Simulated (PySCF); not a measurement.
# Relaxation of singlet IO₂F₃

Level of theory: PBE0 in PySCF with I def2-SVP with ECP28, O def2-SVP, F def2-SVP; scalar-relativistic core potentials, no spin–orbit coupling; density-fitted integrals. A (50,194) grid was used.

A hand-made square pyramidal (ligand arrangement 1) start, of Cs symmetry, held to at least that symmetry:

```xyz
6
charge 0 multiplicity 1, angstrom
I    -0.0348   -0.0348   -0.0440
O    -1.8542   -0.0348   -0.4307
O    -0.0348   -1.8542   -0.4307
F    -0.0348   -0.0348    1.9260
F     1.8922   -0.0348   -0.4536
F    -0.0348    1.8922   -0.4536
```

Optimiser trace:
```tsv
step	E − E(last) (kJ/mol)	largest gradient (Eh/bohr)
0	111.52	0.07125
1	15.14	0.02263
2	0.74	0.00599
3	0.11	0.00272
4	0.00	0.00068
5	0.00	0.00030
6	0.00	0.00008
```

It ends at Cs with I–F 1.891 Å, I–F 1.919 Å (×2), I–O 1.788 Å (×2); F–I–F 76.3°, F–I–F 88.9° (×2), F–I–O 88.0° (×2), F–I–O 104.4° (×2), F–I–O 159.3° (×2), O–I–O 103.5° (after a last refinement on a finer grid). A frequency run shows 1 imaginary mode, down to 56i cm⁻¹, so it is a saddle point. Other isomers or separated fragments may lie lower.

Final geometry:
Coordinates in bohr (charge 0 multiplicity 1):
```
I    -0.1751   -0.1751   -0.1644
O    -3.4844    0.2686   -0.6835
O     0.2686   -3.4844   -0.6835
F     0.2311    0.2311    3.3628
F     3.4070    0.2388   -0.5548
F     0.2388    3.4070   -0.5548
```
